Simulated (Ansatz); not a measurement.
Input file for Ansatz (a first-principles code): U-r2SCAN/def2-TZVPP on BrOV (SMILES [O]=[V][Br]), 2S+1 = 3, a spin state set in the input, which need not be the lowest.

Ansatz 0.2 input:
```yaml
crystal:
  periodic: [false, false, false]
  atoms:
    - {symbol: V, position_ang: [0.37177453, -0.20449557, 0.20411583]}
    - {symbol: O, position_ang: [1.47857929, -0.27802174, -0.92276749]}
    - {symbol: Br, position_ang: [-1.88352255, 0.52988891, 0.64833203]}
basis:
  gaussian:
    orbitals: def2-TZVPP
hamiltonian:
  xc: {name: r2SCAN}
magnetization: {spin_polarized: true, initial_magnetization: 2}
```

The head of its log:

```
WARN ansatz: RAYON_NUM_THREADS=4 ignored (pool sized by the plan → 4); use --threads N
Functional definition: r2SCAN
integrals: 0.07 GiB planned
967 factors; their error is unknown
mean field: 0.65 GiB planned
mean field evaluation 1: about -97772.3907 eV, gradient 5.0e1 eV
mean field evaluation 2: about -97662.0358 eV, gradient 1.4e2 eV
```

Q: Give the final energy of this run.

A: -3593.4159 hartree.
